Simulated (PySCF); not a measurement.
Br⁻ (bromine, charge -1) across methods

[Kr], closed-shell 1S. All numbers are calculated (PySCF 2.14, no relativity, point nucleus, in def2-TZVPPD (7s6p5d1f, 57 functions)).

```
 method  E (hartree)  mean ε 3d (eV)  mean ε 4s (eV)  mean ε 4p (eV)  Σ⟨r²⟩ (bohr²)   ⟨S²⟩
    PBE    -2573.850         -59.661         -10.919           0.072          55.32  0.000
r2SCAN0    -2574.222         -65.360         -13.477          -1.220          53.53  0.000
  B97-3    -2574.016         -64.877         -13.099          -1.073          54.00  0.000
 r2SCAN    -2574.223         -60.727         -11.547          -0.145          53.99  0.000
    UHF  -2572.48698         -78.417         -18.655          -3.792          53.55  0.000
wB97M-V    -2574.095         -66.804         -15.774          -3.254          54.48  0.000
    LDA    -2570.689         -59.975         -11.091          -0.059          55.11  0.000
LC-wPBE    -2573.884         -65.004         -16.363          -3.662          53.12  0.000
```

**Question.** Estimate the same row for PBE0.

**Answer.** E (hartree) = -2573.939; mean ε 3d (eV) = -64.509; mean ε 4s (eV) = -13.031; mean ε 4p (eV) = -1.049; Σ⟨r²⟩ (bohr²) = 54.11; ⟨S²⟩ = 0.000.

The highest occupied level is positive at PBE: only the finite basis holds that electron, which in a density functional comes from self-interaction.
